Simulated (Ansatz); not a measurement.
Calculated with Ansatz (gas phase, PBE0-D4/def2-TZVP geometries, no zero-point term in ΔE). CCSD(T)/CBS is the MP2 limit (def2-TZVPP, def2-QZVPP) plus CCSD(T) − MP2 in def2-TZVPP, frozen cores. This one scheme is used for every species. Functionals use def2-TZVPP. For Ge outer-core shells are correlated without core-valence functions, which leaves a few kJ/mol of doubt a bond. Scalar relativity is left out up to krypton. Each species was taken in one conformer, which may not be the lowest.

`Cl[B](Cl)[GeH3]` + `C[SiH2]N` → `C[SiH2][NH][GeH3]` + `ClBCl`  (cleavage of the Ge–B bond)

```json
{"level": "LDA (SPW92)", "ΔE (kcal/mol)": "-0.4", "difference from CCSD(T)/CBS": "3.6"}
{"level": "PBE-D4", "ΔE (kcal/mol)": "-1.2", "difference from CCSD(T)/CBS": "2.8"}
{"level": "CAM-B3LYP-D4", "ΔE (kcal/mol)": "-4.8", "difference from CCSD(T)/CBS": "-0.8"}
{"level": "ωB97M-V", "ΔE (kcal/mol)": "-4.2", "difference from CCSD(T)/CBS": "-0.2"}
{"level": "r2SCAN", "ΔE (kcal/mol)": "-2.9", "difference from CCSD(T)/CBS": "1.1"}
{"level": "r2SCAN0", "ΔE (kcal/mol)": "-3.6", "difference from CCSD(T)/CBS": "0.4"}
{"level": "MP2/def2-SVP", "ΔE (kcal/mol)": "-7.9", "difference from CCSD(T)/CBS": "-3.9"}
{"level": "CCSD(T)/def2-SVP", "ΔE (kcal/mol)": "-7.2", "difference from CCSD(T)/CBS": "-3.2"}
{"level": "CCSD/def2-TZVPP", "ΔE (kcal/mol)": "-5.6", "difference from CCSD(T)/CBS": "-1.6"}
{"level": "SCS-MP2/def2-QZVPP", "ΔE (kcal/mol)": "-6.2", "difference from CCSD(T)/CBS": "-2.2"}
{"level": "CCSD(T)/CBS", "ΔE (kcal/mol)": "-4.0", "difference from CCSD(T)/CBS": "0"}
```

Largest T1 diagnostic among the species: 0.013.

At CCSD(T), def2-SVP lies −3.2 kcal/mol from the extrapolated value and def2-TZVPP −1.2 kcal/mol. In def2-TZVPP, CCSD(T) changes the Hartree–Fock value by +3.4 kcal/mol (the triples alone add +0.4 kcal/mol) and MP2 by +2.8 kcal/mol. Leaving LDA and LC-ωPBE aside and taking each functional with its dispersion term where it has one, the values, not all of them listed here, spread over 4.4 kcal/mol, from BHLYP-D4 to PBE-D4.
